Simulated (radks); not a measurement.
Task: Coherent X-ray form factor from a spherical all-electron density. Method: non-relativistic Kohn-Sham, TPSS, spin-polarised, spherical densities, point nucleus; meta-GGA in the generalised Kohn-Sham scheme; computed with a radial shooting solver on a logarithmic mesh with Libxc functionals.

| sin(theta)/lambda (1/angstrom) | f0 (electrons) |
|---|---|
| 0.05 | 46.871 |
| 0.1 | 46.489 |
| 0.15 | 45.862 |
| 0.2 | 45.008 |
| 0.25 | 43.948 |
| 0.3 | 42.709 |
| 0.4 | 39.814 |
| 0.5 | 36.575 |
| 0.6 | 33.242 |
| 0.8 | 27.073 |
| 1 | 22.279 |
| 1.25 | 18.315 |
| 1.5 | 15.835 |
| 2 | 12.313 |

The species is in the configuration that NIST lists as its ground one. Which atom or ion scatters so?

Result: The erbium ion Er21+, [Kr] 4d10 4f1. Extrapolating in s^2 from the first two rows gives f0(0) = 47.0, near the electron count 47; among species with that count, the fall with angle is slower the higher Z, and the table is that of Z = 68; from so few rows the species is fixed only to a neighbour or two.
